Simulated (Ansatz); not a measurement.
Mulliken charges of BrClH₂O₂Zr, SMILES `[OH][Zr]([OH])([Cl])[Br]` from r2SCAN/def2-TZVPP in Ansatz (PBE0-D4/def2-TZVP geometry).

```json
{"atom": "O1", "x (Å)": "-1.240", "y (Å)": "0.659", "z (Å)": "0.950", "charge (e)": "-0.514"}
{"atom": "Zr2", "x (Å)": "-0.053", "y (Å)": "0.059", "z (Å)": "-0.396", "charge (e)": "1.256"}
{"atom": "O3", "x (Å)": "1.360", "y (Å)": "-0.947", "z (Å)": "0.360", "charge (e)": "-0.514"}
{"atom": "Cl4", "x (Å)": "-1.240", "y (Å)": "-1.307", "z (Å)": "-1.905", "charge (e)": "-0.330"}
{"atom": "Br5", "x (Å)": "0.910", "y (Å)": "2.057", "z (Å)": "-1.588", "charge (e)": "-0.310"}
{"atom": "H6", "x (Å)": "-1.751", "y (Å)": "0.902", "z (Å)": "1.717", "charge (e)": "0.206"}
{"atom": "H7", "x (Å)": "2.014", "y (Å)": "-1.424", "z (Å)": "0.863", "charge (e)": "0.206"}
```

Problem. By hand: the dipole of these point charges (1 e Å = 4.8032 D).

Solution. Σ q r = (0.053, -0.092, 0.482) e Å, of length 0.494 e Å = 2.37 D.

Problem. How does the dipole of the full density compare? (Best estimate.)

Solution. Ansatz gave: (0.078, -0.174, 0.817) e Å, 4.03 D; the point charges give 0.59 times that, at 1° from its direction.

Point charges leave out the atoms' own dipoles, such as those of lone pairs, and Mulliken's split depends on the basis, so the two needn't agree.
